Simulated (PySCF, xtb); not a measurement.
1,1-difluorobut-2-yne (C₄H₄F₂), SMILES CC#CC(F)F.

GFN2-xTB in xtb 6.7.1 at its own geometry gives an orbital gap of 6.50 eV and a dipole moment of 3.92 D.

Coordinates come from a r2SCAN-D4/def2-SVP optimisation.

### Question
What does PySCF with HF/def2-TZVP give? (Estimate from the structure and the level; the computed values follow.)

### Answer
gap 14.45 eV (levels -10.91 and 3.54 eV), dipole 3.27 D.
